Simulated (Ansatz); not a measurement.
Geometry optimisation, RKS PBE/STO-3G in Ansatz 0.2.0.

Input file:

```yaml
crystal:
  periodic: [false, false, false]
  atoms:
    - { symbol: "N", position_ang: [-0.3141, 1.248, 1.126] }
    - { symbol: C, position_ang: [-0.1496, 0.1507, 0.5298] }
    - { symbol: Si, position_ang: [-0.2603, -1.5184, 1.3375] }
    - { symbol: Si, position_ang: [0.3688, 0.0825, -1.2976] }
    - { symbol: "N", position_ang: [0.3472, 1.6416, -1.9741] }
    - { symbol: H, position_ang: [-0.5925, 1.1922, 2.1097] }
    - { symbol: H, position_ang: [1.1047, -2.2245, 1.2909] }
    - { symbol: H, position_ang: [-1.2235, -2.369, 0.7224] }
    - { symbol: H, position_ang: [-0.5769, -1.3419, 2.8298] }
    - { symbol: H, position_ang: [1.6377, -0.5166, -1.4811] }
    - { symbol: H, position_ang: [-0.7305, -0.678, -2.0452] }
    - { symbol: H, position_ang: [-0.5368, 2.0872, -1.7353] }
    - { symbol: H, position_ang: [0.9461, 2.2114, -1.3981] }
basis:
  gaussian: { orbitals: STO-3G }
hamiltonian:
  xc: pbe
relax:
  f_tol: 0.015
  max_steps: 40
```

Launched with:

```bash
$ ansatz run input.yaml --threads 1 --pin off --max-ram 2048MiB --backend cpu --events-out ev --progress --plain --runs-dir out
```

Q: Where does it end, and by what steps?

A: The run converged. Limits of this set-up: minimal basis. After 9 steps the energy has fallen by 0.975 eV; H12 moved furthest, 0.15 Å.

| step | energy less start (eV) | largest force component (eV/Å) | accepted |
| --- | --- | --- | --- |
| 0 | 0.0000 | 5.369 | yes |
| 1 | -0.8839 | 1.532 | yes |
| 2 | -0.9213 | 0.701 | yes |
| 3 | -0.8925 | 1.506 | no |
| 4 | -0.9607 | 0.281 | yes |
| 5 | -0.9691 | 0.198 | yes |
| 6 | -0.9726 | 0.132 | yes |
| 7 | -0.9732 | 0.369 | yes |
| 8 | -0.9750 | 0.059 | yes |
| 9 | -0.9752 | 0.014 | yes |

```xyz
13
Properties=species:S:1:pos:R:3
N -0.340 1.265 1.063
C -0.128 0.062 0.526
Si -0.229 -1.600 1.448
Si 0.309 0.110 -1.333
N 0.367 1.756 -2.060
H -0.580 1.112 2.119
H 1.054 -2.288 1.393
H -1.237 -2.457 0.839
H -0.584 -1.347 2.838
H 1.618 -0.508 -1.508
H -0.690 -0.669 -2.055
H -0.567 2.209 -1.815
H 1.026 2.320 -1.439
```

Whether the end is a true minimum wasn't checked by a vibrational analysis.

The run took 18 s on 1 thread of Intel(R) Xeon(R) Platinum 8559C (Emerald Rapids) (shared host), peak memory 0.15 GiB.
